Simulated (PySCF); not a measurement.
C2H11NOSi2.
Atom-mapped SMILES: `[CH3:1][O:2][C@H:3]([SiH3:4])[SiH2:5][NH2:6]` (hydrogens: H7, H8, H9 on C1; H10 on C3; H11, H12, H13 on Si4; H14, H15 on Si5; H16, H17 on N6)

Theory: PySCF 2.14.0, PBE0-D3(BJ)/def2-SVP geometry optimisation, gas phase.

(1) Give the optimised bond lengths and angles.

## Answers

(1) 
```tsv
bond	length (bohr)
C1–O2	2.639
O2–C3	2.695
C3–Si4	3.596
C3–Si5	3.589
Si5–N6	3.270
C1–H7, C1–H8, C1–H9	2.087
C3–H10	2.098
Si4–H11, Si4–H12, Si4–H13	2.825
Si5–H14	2.826
Si5–H15	2.838
N6–H16, N6–H17	1.918
```

Bonds in one row agree within 0.02 bohr and their mean is given. A selection of angles:
```tsv
angle	degrees
O2–C1–H7	111.6
O2–C1–H8	107.7
H7–C1–H8	108.7
H7–C1–H9	108.0
C1–O2–C3	114.4
O2–C3–Si4	111.8
O2–C3–Si5	105.1
O2–C3–H10	110.6
Si4–C3–Si5	114.3
Si4–C3–H10	109.2
Si5–C3–H10	105.6
C3–Si4–H11	110.1
C3–Si4–H13	111.4
H11–Si4–H12	109.2
H11–Si4–H13	108.3
C3–Si5–N6	104.6
C3–Si5–H14	110.2
C3–Si5–H15	108.5
N6–Si5–H14	109.9
N6–Si5–H15	116.3
H14–Si5–H15	107.3
Si5–N6–H16	120.4
Si5–N6–H17	114.2
H16–N6–H17	110.7
```

Torsions: C1–O2–C3–Si4 -86° (synclinal); O2–C3–Si5–N6 -51° (synclinal).

N6 (silicon-bound nitrogen) is pyramidal (angles 120.4°, 114.2° and 110.7°, sum 345.3°, 0.27 Å off the plane of its three neighbours). The 2 C–O bonds span 1.397 Å (C1–O2, drawn single) to 1.426 Å (O2–C3, drawn single), a spread of 0.029 Å. Si4 (SiH3 silicon) is tetrahedral (angles from 108.3° to 111.4°). Si5 (SiH2 silicon) is distorted tetrahedral (angles from 104.6° to 116.3°). Of the pairs four or more bonds apart, Si4···H9 is among the closest relative to their van der Waals radii: 3.10 Å, 94 % of the sum of Bondi's values.

Point group: C1 (no symmetry element, even within 0.4 Å). No frequency check. One conformer, not necessarily the lowest (C1–O2–C3–Si4 -86°, O2–C3–Si5–N6 -51°, C3–Si5–N6–H -178° and 46°).
